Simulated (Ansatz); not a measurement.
Coupled-cluster diagnostics for the cluster Mo2N2, Ansatz.

Geometry of the singlet (PBE-D4/def2-TZVP):

Cartesian coordinates in Å:
```
Mo 0.811 0.778 -0.755
Mo -0.811 -0.778 0.755
N 0.174 -0.921 -0.762
N -0.174 0.921 0.762
```

In the def2 sets Mo takes a core potential; there is no spin–orbit coupling. Correlated methods freeze 2 core orbitals; core or outer-core shells of Mo are correlated, in sets that lack core-valence functions. Another isomer (quintet) lies 1.24 eV lower at PBE0-D4/def2-TZVP; other spin states weren't run for this one.

(1) Estimate the CCSD(T) correlation energy, the shares of MP2 and (T), T1 and the reference's ⟨S²⟩ for: charge 0, singlet, own geometry in def2-TZVPP; and the rough time on 4 threads of Arm Neoverse V2 on a shared host.

Results:

(1) 
```csv
state,basis,correlation (eV),MP2 share (%),(T) share (%),T1,⟨S²⟩ (pure),wall time,remarks
"charge 0, singlet, own geometry",def2-TZVPP,-41.980,101.9,7.7,0.104,0.00 (0.00),2.7 min,"large T1, restricted SCF unstable"
```
Customary marks for T1 are 0.02 (closed shells), 0.045 (open shells) and about 0.05 (3d metals). T1 exceeds 0.02 in 1 of 1 rows and 0.045 in 1; the higher it lies, the less the single-reference result can be trusted.
